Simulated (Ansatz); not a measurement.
Consider the atomization: `FC(F)=N[SiH3]` → C• + 2 F• + 3 H• + N• + Si•.

Isolated molecules relaxed with PBE0-D4/def2-TZVP in Ansatz; ΔE leaves out vibrations. CCSD(T)/CBS adds triple-zeta CCSD(T) − MP2 to the extrapolated MP2 energy (def2 sets, frozen cores). This one scheme is used for every species, atoms too. Functionals use def2-TZVPP. No spin–orbit coupling; open shells (•) take unrestricted orbitals. Spin–orbit coupling would lower the free atoms: a little for C, F, Si.

| level | ΔE (kJ/mol) | difference from CCSD(T)/CBS |
| --- | --- | --- |
| LDA (SPW92) | 3446.6 | 541.6 |
| B97M-V | 2923.2 | 18.2 |
| B2PLYP | 2885.6 | -19.4 |
| PBE | 3000.6 | 95.6 |
| revPBE | 2871.7 | -33.3 |
| r2SCANh | 2885.3 | -19.7 |
| MP2/def2-TZVPP | 2902.4 | -2.6 |
| CCSD(T)/def2-TZVPP | 2813.8 | -91.2 |
| SCS-MP2/def2-QZVPP | 2936.8 | 31.8 |
| MP2/CBS(def2) | 2993.6 | 88.6 |
| CCSD(T)/CBS | 2905.0 | 0 |

Largest T1 diagnostic among the species: 0.013.

In def2-TZVPP, CCSD(T) changes the Hartree–Fock value by +838.4 kJ/mol (the triples alone add +59.6 kJ/mol) and MP2 by +927.0 kJ/mol; breaking electron pairs costs correlation energy, which Hartree–Fock lacks. From PBE to PBE0 (25 % exact exchange), in def2-TZVPP and without D4, ΔE moves by −99.1 kJ/mol: exact exchange takes away binding that semilocal exchange gives to molecules. At CCSD(T), def2-SVP lies −191.1 kJ/mol from the extrapolated value and def2-TZVPP −91.2 kJ/mol: correlation converges slowly with the basis, and small sets miss more of it in the bonded molecule than in its fragments.

For atomizations the MP2-based limit and the directly extrapolated one differ by several kJ/mol either way, and by 10 to 25 for some Ge, Se and Sn compounds, so smaller differences from it don't rank the levels.
